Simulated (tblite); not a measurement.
B9H12N9 (flake hBN) at step 2 of a GFN2-xTB optimisation (tblite, gas phase), coordinates in Å:

```
  1 B     2.903    0.072   -0.003
  2 N     1.654    0.819   -0.005
  3 B     0.369    0.093   -0.002
  4 N     0.381   -1.372   -0.004
  5 B     1.650   -2.078    0.001
  6 N     2.874   -1.371   -0.002
  7 B     4.138    2.243   -0.002
  8 N     2.895    2.954    0.000
  9 B     1.669    2.256   -0.001
 10 N     4.135    0.825    0.000
 11 B    -2.130    0.096    0.000
 12 N    -3.401    0.784    0.000
 13 B    -4.629    0.076    0.003
 14 N    -4.620   -1.355   -0.002
 15 B    -3.400   -2.079    0.000
 16 N    -2.135   -1.371    0.003
 17 N    -0.881    0.783    0.000
 18 B    -0.877   -2.073    0.000
 19 H     1.639   -3.263    0.003
 20 H     3.753   -1.869    0.002
 21 H     5.160    2.841    0.001
 22 H     2.893    3.970    0.000
 23 H     0.641    2.852    0.006
 24 H     5.006    0.306   -0.002
 25 H    -3.388    1.796    0.001
 26 H    -5.660    0.662    0.003
 27 H    -5.500   -1.865   -0.001
 28 H    -3.390   -3.261    0.001
 29 H    -0.877    1.792   -0.002
 30 H    -0.874   -3.261    0.003
```

**Question.** What are the forces on the atoms (eV/Å)?

**Answer.** 
```
  1 B    -0.21    0.28    0.00
  2 N    -0.23   -0.15    0.02
  3 B     0.52   -0.19   -0.02
  4 N     0.09    0.43    0.02
  5 B    -0.42   -0.17   -0.02
  6 N    -0.29    0.60    0.01
  7 B     0.26    0.23    0.02
  8 N     0.37   -0.34   -0.01
  9 B    -0.33   -0.20    0.01
 10 N    -0.52   -0.06   -0.02
 11 B    -0.27   -0.53    0.02
 12 N     0.27   -0.49    0.01
 13 B    -0.28    0.13   -0.02
 14 N     0.36    0.28    0.01
 15 B     0.38   -0.02    0.01
 16 N    -0.08    0.28   -0.03
 17 N    -0.02   -0.49   -0.01
 18 B    -0.02   -0.04    0.01
 19 H     0.10    0.25    0.00
 20 H    -0.14    0.00    0.00
 21 H    -0.13   -0.10   -0.01
 22 H     0.06   -0.39    0.00
 23 H     0.41    0.10   -0.01
 24 H    -0.16    0.23    0.00
 25 H    -0.10   -0.18    0.00
 26 H     0.17   -0.08    0.01
 27 H     0.33    0.24    0.00
 28 H    -0.10    0.19    0.00
 29 H    -0.03   -0.16    0.00
 30 H    -0.01    0.35   -0.01
```
